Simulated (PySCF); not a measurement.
**Germanium: a sound run and one with changed settings**

Sound run: Ge+ [Ar] 3d10 4s2 4p1, Ge(2+) [Ar] 3d10 4s2. Computed with PySCF 2.14 in cc-pVTZ-PP with ECP10MDF, with a scalar-relativistic core potential. The sound run starts from symmetry-adapted Hartree-Fock orbitals and uses a fine grid where one is needed.

A second run was set up differently.

```tsv
species	method	sound run (hartree)	changed run (hartree)	converged
Ge+	UHF	-293.08057	-293.08057	yes
Ge+	BP86	-294.37461	-289.99036	yes
Ge+	LDA	-293.76471	-289.12839	yes
Ge(2+)	UHF	-292.52030	-292.52030	yes
Ge(2+)	BP86	-293.79294	-289.21937	yes
Ge(2+)	LDA	-293.18368	-288.37165	yes
```

Ionisation energy of Ge+:

```tsv
method	sound run (eV)	changed run (eV)
UHF	15.246	15.246
BP86	15.828	20.980
LDA	15.811	20.592
```

Q: What was changed?
A. level shift left on
B. basis contracted for another Hamiltonian
C. a valence shell is frozen
D. radial grid too coarse

A: D. It used radial step 1.2 in ln r (0.13 in the sound run). A coarse radial grid mis-integrates the density and the exchange-correlation energy, with errors of either sign; Hartree-Fock needs no grid.
